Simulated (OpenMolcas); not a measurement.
## Rh VI: input and output

Input:

```
&GATEWAY
Coord
1

Rh 0.0 0.0 0.0
Basis=ANO-RCC-VDZ
Group=XYZ
NoMove
AngMom=0.0 0.0 0.0
AMFI
RX2C
&SEWARD
&RASSCF
FileOrb=start.orb
Symmetry=1
Spin=5
nActEl=4 0 0
Inactive=9 9
Ras2=5 0
CIRoot=5 5 1
SDav=5
CIMx=300
Iter=120 100
PrWF=0.3
OrbListing=Nothing
MaxOrb=0
Atom
>>> COPY $Project.JobIph JOB001
&RASSCF
FileOrb=start.orb
Symmetry=1
Spin=3
nActEl=4 0 0
Inactive=9 9
Ras2=5 0
CIRoot=45 45 1
SDav=45
CIMx=300
Iter=120 100
PrWF=0.3
OrbListing=Nothing
MaxOrb=0
Atom
CIOnly
>>> COPY $Project.JobIph JOB002
&RASSCF
FileOrb=start.orb
Symmetry=1
Spin=1
nActEl=4 0 0
Inactive=9 9
Ras2=5 0
CIRoot=50 50 1
SDav=50
CIMx=300
Iter=120 100
PrWF=0.3
OrbListing=Nothing
MaxOrb=0
Atom
CIOnly
>>> COPY $Project.JobIph JOB003
&RASSI
NrOfJobIphs=3 5 45 44
1 2 3 4 5
1 2 3 4 5 6 7 8 9 10 11 12 13 14 15 16 17 18 19 20 21 22 23 24 25 26 27
28 29 30 31 32 33 34 35 36 37 38 39 40 41 42 43 44 45
1 2 3 4 5 6 7 8 9 10 11 12 13 14 15 16 17 18 19 20 21 22 23 24 25 26 27
28 29 30 31 32 33 34 35 36 37 38 39 40 41 42 43 44
IphNames
JOB001
JOB002
JOB003
EJob
SpinOrbit
DIPRint=1.0
SOCoupling=1000.0
Subsets=2
MEES
Property=10
'ANGMOM' 1 'ANGMOM' 2 'ANGMOM' 3 'MLTPL  1' 1 'MLTPL  1' 2 'MLTPL  1' 3
'AMFI' 1 'AMFI' 2 'AMFI' 3 'MLTPL  2' 6
SOProperty=3
'ANGMOM' 1 'ANGMOM' 2 'ANGMOM' 3
```

Launched by
```bash
OMP_NUM_THREADS=1 MOLCAS_MEM=2252 MOLCAS_PROJECT=a pymolcas a.inp > a.log  # once for each step of the input, in one work folder
```

A driver script runs the steps one by one and writes start.orb anew before each from the orbitals found so far, so a CI-only block uses the converged orbitals of the first block.

Output, cut to the results:

```
--- SEWARD ---
Basis set label: RH.ANO-RCC...6S5P3D.

      Electronic valence basis set:
      ------------------
      Associated Effective Charge  45.000000 au
      Associated Actual Charge     45.000000 au
      Nuclear Model: Point charge

      Shell  nPrim  nBasis  Cartesian Spherical Contaminant
         s      21       6        X
         p      18       5        X
         d      13       3                 X
RX2C
                  Relativistic X2C integrals
                  Atomic mean-field integrals
--- RASSCF ---
Wave function specifications:
      -----------------------------

      Number of closed shell electrons          36
      Number of electrons in active shells       4
      Max number of holes in RAS1 space          0
      Max nr of electrons in RAS3 space          0
      Number of inactive orbitals               18
      Number of active orbitals                  5
      Number of secondary orbitals              13
      Spin quantum number                      2.0
      State symmetry                             1
Orbital specifications:
      -----------------------

      Symmetry species                           1   2
                                                ag  au
      Frozen orbitals                            0   0
      Inactive orbitals                          9   9
      Active orbitals                            5   0
      RAS1 orbitals                              0   0
      RAS2 orbitals                              5   0
      RAS3 orbitals                              0   0
      Secondary orbitals                         7   6
      Deleted orbitals                           0   0
      Number of basis functions                 21  15
      Number of CSFs                             5
      Number of root(s) required                 5
      Iter CI   SX   CI       RASSCF       Energy    max ROT     max BLB   max BLB  Level Ln srch  Step   QN
          iter iter root      energy       change     param      element    value   shift minimum  type update
 Nr of preliminary CI iterations:   1
      Total energies have been shifted. Add                -4000.00 au
        1   1    6    0  -774.55542432    0.00E+00   2.42E-01*   9  15 2 -5.25E-01*  0.00   0.00    SX    NO
        2   1    5    0  -775.28832228   -7.33E-01*  2.07E-02    7  13 2  1.26E-01*  0.00   0.00    SX    NO
        3   1    5    0  -775.29985373   -1.15E-02*  1.79E-03    5  14 2  7.96E-03*  0.00   0.00    SX    NO
        4   1    4    0  -775.29991081   -5.71E-05*  1.72E-04    8  14 2  1.49E-03*  0.00   0.00    SX    NO
        5   1    4    0  -775.29991178   -9.69E-07*  7.46E-05    7  13 2 -1.48E-04*  0.00   0.85    QN   YES
        6   1    3    0  -775.29991184   -5.91E-08*  4.58E-07    5  11 1  3.26E-06   0.00   1.00    QN   YES
        7   1    2    0  -775.29991184   -1.73E-11   3.80E-08    9  12 2 -2.48E-07   0.00   1.01    QN   YES
      Convergence after  7 iterations
        8   1    2    0  -775.29991184    7.28E-12   3.80E-08    9  16 1  2.03E-08   0.00   1.01    QN   YES
      Natural orbitals and occupation numbers for root  1
      sym 1:   1.000000   1.000000   0.000000   1.000000   1.000000
      Natural orbitals and occupation numbers for root  2
      sym 1:   1.000000   1.000000   1.000000   0.000000   1.000000
      Natural orbitals and occupation numbers for root  3
      sym 1:   1.000000   1.000000   1.000000   1.000000   0.000000
::    RASSCF root number  1 Total energy:  -4775.29991184
::    RASSCF root number  2 Total energy:  -4775.29991184
::    RASSCF root number  3 Total energy:  -4775.29991184
::    RASSCF root number  4 Total energy:  -4775.29991184
::    RASSCF root number  5 Total energy:  -4775.29991184
--- RASSCF ---
Wave function specifications:
      -----------------------------

      Number of closed shell electrons          36
      Number of electrons in active shells       4
      Max number of holes in RAS1 space          0
      Max nr of electrons in RAS3 space          0
      Number of inactive orbitals               18
      Number of active orbitals                  5
      Number of secondary orbitals              13
      Spin quantum number                      1.0
      State symmetry                             1
Orbital specifications:
      -----------------------

      Symmetry species                           1   2
                                                ag  au
      Frozen orbitals                            0   0
...
--- RASSI ---
SPIN-FREE ENERGIES:
  (Shifted by EMIN (a.u.) =      -4775.2999118384)

 SF State       Relative EMIN(au)   Rel lowest level(eV)    D:o, cm**(-1)      L_eff

     1             0.0000000000        0.0000000000              0.0000         2.0
     2             0.0000000000        0.0000000000              0.0000         2.0
     3             0.0000000000        0.0000000000              0.0000         2.0
     4             0.0000000000        0.0000000000              0.0000         2.0
     5             0.0000000000        0.0000000000              0.0000         2.0
     6             0.0970986338        2.6421884282          21310.6869         5.0
     7             0.0970986338        2.6421884282          21310.6869         5.0
     8             0.0970986338        2.6421884282          21310.6869         5.0
     9             0.0970986338        2.6421884282          21310.6869         5.0
    10             0.0970986338        2.6421884282          21310.6869         5.0
    11             0.0970986338        2.6421884282          21310.6869         5.0
    12             0.0970986338        2.6421884282          21310.6869         5.0
    13             0.0970986338        2.6421884282          21310.6869         5.0
    14             0.0970986338        2.6421884282          21310.6869         5.0
    15             0.0970986338        2.6421884282          21310.6869         5.0
    16             0.0970986338        2.6421884282          21310.6869         5.0
    17             0.1095269709        2.9803807086          24038.3916         1.0
    18             0.1095269709        2.9803807086          24038.3916         1.0
    19             0.1095269709        2.9803807086          24038.3916         1.0
    20             0.1116616959        3.0384695373          24506.9096         3.0
    21             0.1116616959        3.0384695373          24506.9096         3.0
...
```

Levels above the lowest, from the spin-orbit matrix, grouped by J:

| Configuration | Term | J | E (cm⁻¹) | g | Term weight % | Second |
| --- | --- | --- | --- | --- | --- | --- |
| 4d⁴ | ⁵D | 0 | 0.0 |  | 97 | 3 ³P(1) |
| 4d⁴ | ⁵D | 1 | 672 | 1.500 | 98 |  |
| 4d⁴ | ⁵D | 2 | 1784 | 1.499 | 99 |  |
| 4d⁴ | ⁵D | 3 | 3155 | 1.498 | 99 |  |
| 4d⁴ | ⁵D | 4 | 4687 | 1.496 | 98 |  |
| 4d⁴ | ³P(1) | 0 | 21872 |  | 92 | 5 ¹S |
| 4d⁴ | ³H | 4 | 22385 | 0.847 | 83 | 8 ³G |
| 4d⁴ | ³H | 5 | 23940 | 1.047 | 92 | 8 ³G |
| 4d⁴ | ³P(1) | 1 | 25161 | 1.485 | 97 |  |
| 4d⁴ | ³H | 6 | 25164 | 1.160 | 96 | 4 ¹I |
| 4d⁴ | ³F(1) | 3 | 26155 | 0.943 | 56 | 43 ³G |
| 4d⁴ | ³F(1) | 2 | 26719 | 0.679 | 96 | 3 ¹D |
| 4d⁴ | ³F(1) | 4 | 27211 | 1.156 | 65 | 20 ³G |
| 4d⁴ | ³P(1) | 2 | 29574 | 1.478 | 93 | 6 ³D |
| 4d⁴ | ³G | 3 | 30171 | 0.896 | 56 | 43 ³F(1) |
| 4d⁴ | ³G | 4 | 30652 | 1.085 | 67 | 20 ³F(1) |
| 4d⁴ | ³G | 5 | 31648 | 1.187 | 92 | 8 ³H |
| 4d⁴ | ¹I | 6 | 35843 | 1.007 | 96 | 4 ³H |
| 4d⁴ | ³D | 3 | 36694 | 1.325 | 97 |  |
| 4d⁴ | ³D | 2 | 37221 | 1.165 | 85 | 7 ¹D |
| 4d⁴ | ³D | 1 | 37927 | 0.518 | 98 |  |
| 4d⁴ | ¹G(1) | 4 | 39123 | 1.018 | 84 | 9 ³F(1) |
| 4d⁴ | ¹S | 0 | 43797 |  | 94 | 5 ³P(1) |
| 4d⁴ | ¹D | 2 | 45911 | 1.016 | 87 | 7 ³D |

Without dynamic correlation excited terms often stand tens of per cent too high (terms of higher spin than the ground term too low), and those without a measured partner can miss by more than the paired ones. Terms from blocks run as CI alone lack orbitals of their own. The basis is small and was not contracted for so high a charge. Only configurations of the active space appear. The first state left out of the spin-orbit step lies near 85000 cm-1 above the lowest spin-free state of the reference (among the parities and spins computed), and the list stops at four fifths of that energy or lower. The table shows the lowest 24 of 32 levels.

The RASSCF and RASSI steps took 20 s on 1 thread of Arm Neoverse V1 (shared host); the integral step is not counted.

The term weight is that of the spin-free term in the level, not the purity of its configuration. A number in round brackets counts repeated terms of one configuration in the order of the reference energies.
